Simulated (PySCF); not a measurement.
All of these have the formula C7H9NO. The calculation used TDDFT PBE0/def2-SVPD, vertical, gas phase, core orbitals frozen in the response (PySCF). Geometries: GFN2-xTB; one conformer of each isolated species. Triplets are in the Tamm–Dancoff approximation.

A. `CCc1cc[n+]([O-])cc1`
B. `C#CC(=O)NCC1CC1`
C. `C/C(CNC=O)=C\C#C`
D. `NC(=O)C1=CCCC=C1`

Lowest singlet levels (six at most, fewer where fewer were computed) with oscillator strengths:

1. 250 nm (f 0.000); 210 nm (f 0.114); 209 nm (f 0.063); 196 nm (f 0.037); 186 nm (f 0.001); 181 nm (f 0.002); T1 4.42 eV
2. 293 nm (f 0.020); 286 nm (f 0.000); 257 nm (f 0.314); 245 nm (f 0.000); 213 nm (f 0.002); 197 nm (f 0.175); T1 2.68 eV
3. 229 nm (f 0.334); 227 nm (f 0.045); 220 nm (f 0.091); 212 nm (f 0.008); 205 nm (f 0.000); 199 nm (f 0.007); T1 3.40 eV
4. 279 nm (f 0.041); 269 nm (f 0.024); 223 nm (f 0.021); 216 nm (f 0.077); 206 nm (f 0.006); 202 nm (f 0.025); T1 2.71 eV

Question: Match each spectrum to its molecule.

Answer: 1 = B, 2 = A, 3 = C, 4 = D.
- A: S1 at 4.23 eV, HOMO→LUMO+1 (93%); Löwdin shares by element: HOMO oxygen 45%, carbon 20% or more, nitrogen 12% (atoms not listed hold the other 22%); LUMO carbon 26% or more, nitrogen 21%, oxygen 16% (atoms not listed hold the other 37%); HOMO -6.22 and LUMO -1.12 eV; point group Cs, 2 of its 6 listed states under f = 0.0005.
- B: S1 at 4.95 eV, HOMO-1→LUMO (93%); Löwdin shares by element: HOMO nitrogen 40%, oxygen 24%, carbon 14% or more (atoms not listed hold the other 22%); LUMO carbon 63% or more, oxygen 17% (atoms not listed hold the other 20%); HOMO -7.60 and LUMO -0.92 eV.
- C: S1 at 5.42 eV, HOMO→LUMO (69%), HOMO-3→LUMO (13%); Löwdin shares by element: HOMO carbon 77% or more (atoms not listed hold the other 23%); LUMO carbon 75% or more (atoms not listed hold the other 25%); HOMO -6.99 and LUMO -0.99 eV.
- D: S1 at 4.44 eV, HOMO→LUMO (79%), HOMO-1→LUMO (17%); Löwdin shares by element: HOMO carbon 72% or more (atoms not listed hold the other 28%); LUMO carbon 66% or more (atoms not listed hold the other 34%); HOMO -6.53 and LUMO -1.33 eV.
